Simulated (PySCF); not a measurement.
**EPR parameters of [C6H10O2]+**

Compound: C6H10O2 (charge +1 and doublet state).
Structure used (GFN2-xTB), in Å, numbered top down from 1:
```xyz
18
C6H10O2 angstrom
C     -2.024    1.606   -0.035
C     -1.863    0.172   -0.166
C     -0.702   -0.489   -0.436
C     -0.612   -1.905   -0.821
C      0.603    0.258   -0.268
O      0.648    1.433    0.033
O      1.636   -0.504   -0.491
C      2.938    0.078   -0.400
H     -1.058    2.008    0.356
H     -2.081    2.108   -1.007
H     -2.876    1.892    0.575
H     -2.736   -0.445    0.038
H      0.023   -2.030   -1.702
H     -0.109   -2.479   -0.036
H     -1.589   -2.329   -1.032
H      3.013    0.717    0.482
H      3.147    0.673   -1.291
H      3.633   -0.758   -0.342
```

The hyperfine couplings belong to this conformer and change with its torsions.

Identity: `C[CH+][C](C)C(=O)OC` [radical] (charge +1).

Theory: PySCF, UKS B3LYP, pcH-1 on C H O, non-relativistic, mean-field spin-orbit, GIAO. One conformer (not necessarily the lowest) at the GFN2-xTB geometry, without solvent, vibrations or thermal averaging. A GFN2-xTB geometry isn't a minimum of the functional, and hyperfine couplings can be far from their values at a DFT geometry, by a factor of two or more for some ions and for spin on atoms past the first row. The frame is twisted about the C2–C3 bond at this geometry (dihedral C1–C2–C3–C5 = 16°); couplings at other torsion angles weren't computed. No stability test was run, so a lower SCF solution isn't excluded.

```json
{
 "g1, g2, g3": "2.00259, 2.00343, 2.00593",
 "g_iso": "2.00398",
 "Form of g": "rhombic: the two nearest values differ by 25 % of g3 − g1",
 "⟨S²⟩": "0.7562 (exact 0.7500)",
 "α and β electrons": "31, 30",
 "HOMO–LUMO gap, α and β orbitals": "5.64, 2.17 eV"
}
```

Isotropic coupling and dipolar principal values T1 to T3, in MHz:

```json
{"atom": "C1", "isotope": "13C", "a_iso": "-11.0", "T1": "-11.3", "T2": "-9.0", "T3": "20.3", "Mulliken spin population": "0.06"}
{"atom": "C2", "isotope": "13C", "a_iso": "1.3", "T1": "-23.7", "T2": "-19.6", "T3": "43.3", "Mulliken spin population": "0.23"}
{"atom": "C3", "isotope": "13C", "a_iso": "19.8", "T1": "-35.8", "T2": "-32.9", "T3": "68.7", "Mulliken spin population": "0.39"}
{"atom": "C4", "isotope": "13C", "a_iso": "-7.5", "T1": "-5.3", "T2": "-3.6", "T3": "8.9", "Mulliken spin population": "0.00"}
{"atom": "C5", "isotope": "13C", "a_iso": "-13.0", "T1": "-7.1", "T2": "1.6", "T3": "5.6", "Mulliken spin population": "-0.05"}
{"atom": "O6", "isotope": "17O", "a_iso": "-21.3", "T1": "-74.2", "T2": "35.9", "T3": "38.4", "Mulliken spin population": "0.22"}
{"atom": "O7", "isotope": "17O", "a_iso": "-0.2", "T1": "-12.0", "T2": "2.7", "T3": "9.2", "Mulliken spin population": "0.01"}
{"atom": "C8", "isotope": "13C", "a_iso": "-0.3", "T1": "-0.9", "T2": "-0.1", "T3": "0.9", "Mulliken spin population": "0.00"}
{"atom": "H9", "isotope": "1H", "a_iso": "146.2", "T1": "-12.0", "T2": "-3.2", "T3": "15.2", "Mulliken spin population": "0.05"}
{"atom": "H10", "isotope": "1H", "a_iso": "99.2", "T1": "-6.4", "T2": "-3.7", "T3": "10.1", "Mulliken spin population": "0.04"}
{"atom": "H11", "isotope": "1H", "a_iso": "-4.8", "T1": "-5.2", "T2": "-2.5", "T3": "7.7", "Mulliken spin population": "0.00"}
{"atom": "H12", "isotope": "1H", "a_iso": "22.1", "T1": "-11.1", "T2": "-5.9", "T3": "17.0", "Mulliken spin population": "0.00"}
{"atom": "H13", "isotope": "1H", "a_iso": "75.7", "T1": "-5.0", "T2": "-3.8", "T3": "8.9", "Mulliken spin population": "0.03"}
{"atom": "H14", "isotope": "1H", "a_iso": "111.0", "T1": "-4.8", "T2": "-1.4", "T3": "6.2", "Mulliken spin population": "0.04"}
{"atom": "H15", "isotope": "1H", "a_iso": "-1.3", "T1": "-3.6", "T2": "-1.3", "T3": "5.0", "Mulliken spin population": "0.00"}
{"atom": "H16", "isotope": "1H", "a_iso": "2.9", "T1": "-2.1", "T2": "-0.7", "T3": "2.8", "Mulliken spin population": "0.00"}
{"atom": "H17", "isotope": "1H", "a_iso": "1.1", "T1": "-1.4", "T2": "-0.8", "T3": "2.2", "Mulliken spin population": "0.00"}
{"atom": "H18", "isotope": "1H", "a_iso": "1.3", "T1": "-1.1", "T2": "-0.4", "T3": "1.5", "Mulliken spin population": "0.00"}
```

The Mulliken spin populations are largest on C3 (+0.39), C2 (+0.23) and O6 (+0.22). Three atoms exceed +0.15.

C3, the radical centre as drawn in `C[CH+][C](C)C(=O)OC`, holds a spin population of +0.39 out of 1.

Under fast tumbling the dipolar parts average out, and these isotropic splittings remain: 3 × 1H (H9/H10/H11, I = 1/2, 4 lines) with 2.86 mT, 3 × 1H (H13/H14/H15, I = 1/2, 4 lines) with 2.20 mT, 1 × 1H (H12, I = 1/2, 2 lines) with 0.79 mT and 3 × 1H (H16/H17/H18, I = 1/2, 4 lines) with 0.06 mT.

Class means assume fast exchange of nuclei equivalent by connectivity; if that motion is slow, each nucleus keeps its own coupling. The three 1H nuclei of mean +80.2 MHz run from -4.8 to 146.2 MHz in the frozen geometry. The three 1H nuclei of mean +61.8 MHz run from -1.3 to 111.0 MHz in the frozen geometry.

The 13C coupling of C3 (19.8 MHz) shows only in satellite lines or after enrichment, since that isotope makes up about 1.07 % of natural carbon.

The 17O coupling of O6 (-21.3 MHz) shows only in satellite lines or after enrichment, since that isotope makes up about 0.038 % of natural oxygen.

The spin density at the nucleus, in bohr⁻³, is negative for C5 (-0.0116), C1 (-0.0098) and C4 (-0.0067), for instance. A restricted open-shell determinant has no negative spin density anywhere; here it arises because α and β orbitals differ (spin polarisation).

On an Arm Neoverse V1 with one thread, shared host with 64 logical CPUs at a one-minute load of 15, this took 86 s (with the writing of density and orbital grids) and 0.98 GiB of memory at its peak.
